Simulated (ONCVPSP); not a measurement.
## What one change does to a pseudopotential (niobium (Nb), ONCV)

| Quantity | Value |
| --- | --- |
| Element | niobium (Nb) |
| Generator | ONCVPSP 4.0.1 |
| Type | optimised norm-conserving Vanderbilt (ONCV) |
| Functional | revPBE |
| Relativity | fully relativistic |
| Frozen core | [Ar] 3d10 |
| Valence charge | 13 |
| Reference configuration | 4s2 4p6 4d4 5s0.5 (charge +0.5) |
| Partial waves | 4s+5s: rc 1.65 bohr, ncon 4, nbas 7, qcut 9 1/bohr, 2 projectors; 4p: rc 2.10 bohr, ncon 3, nbas 8, qcut 7.4 1/bohr, 2 projectors, debl 3.2 Ha; 4d: rc 1.70 bohr, ncon 3, nbas 8, qcut 5.3 1/bohr, 2 projectors, debl 1.3 Ha; f scattering state at 0.03 Ha: rc 2.15 bohr, ncon 3, nbas 6, qcut 4.9 1/bohr, 2 projectors, debl 0.9 Ha |
| Local potential | polynomial inside 1.35 bohr (lpopt 5, dvloc0 3 Ha) |
| Core correction | Teter function, fcfact 2.5, rcfact 1.5 |

Open shells are filled in proportion to 2j + 1.

Change: s: rc 2.16.

Cutoffs: the cutoffs (Ha) at which the residual kinetic energy of the hardest occupied pseudo-wave falls to 1 and 0.1 mHa per electron; they do not see the model core or the augmentation charge, which bear on the density cutoff. Errors are all-electron minus pseudo energies relative to the spin-unpolarised reference configuration.

Q: What does the change do?

A: The potential gets softer (24 Ha and 79 Ha → 18 Ha and 79 Ha); the errors of the 4 common tests hardly move; neither file shows a bound ghost. A larger radius leaves more room for a smooth pseudo-wave, so fewer plane waves are needed.

| quantity | base | changed |
| --- | --- | --- |
| cutoff, loose | 24 Ha | 18 Ha |
| cutoff, tight | 79 Ha | 79 Ha |
| loose cutoff by channel | s 24 Ha, p 12 Ha, d 15 Ha | s 18 Ha, p 12 Ha, d 15 Ha |
| bound ghosts | none | none |
| GHOST(+) flags under 300 eV | none | none |
| error for 4s2 4p6 4d4 5s1, meV [ΔE -2.59 eV] | 0.0 | -0.2 |
| error for 4s2 4p6 4d4 5s0, meV [ΔE 3.93 eV] | -0.2 | -0.2 |
| error for 4s2 4p6 4d3 5s0, meV [ΔE 17.89 eV] | -3.1 | -2.9 |
| error for 4s2 4p6 4d2 5s0, meV [ΔE 42.53 eV] | +2.3 | +2.6 |
| p3/2: phases at 2.13 bohr within 0.05 rad from the reference energy up to (Ha; the scan ends near 5) | to the end of the scan | to the end of the scan |
| p1/2: phases at 2.13 bohr within 0.05 rad from the reference energy up to (Ha; the scan ends near 5) | to the end of the scan | to the end of the scan |
| d5/2: phases at 1.73 bohr within 0.05 rad from the reference energy up to (Ha; the scan ends near 5) | 3.9 | 3.9 |
| d3/2: phases at 1.73 bohr within 0.05 rad from the reference energy up to (Ha; the scan ends near 5) | 4.0 | 4.0 |
| f7/2: phases at 2.18 bohr within 0.05 rad from the reference energy up to (Ha; the scan ends near 5) | to the end of the scan | to the end of the scan |
| f5/2: phases at 2.18 bohr within 0.05 rad from the reference energy up to (Ha; the scan ends near 5) | to the end of the scan | to the end of the scan |
| rms error of d²Exc/dni dnj with the model core, mHa | 4.08 | 3.88 |
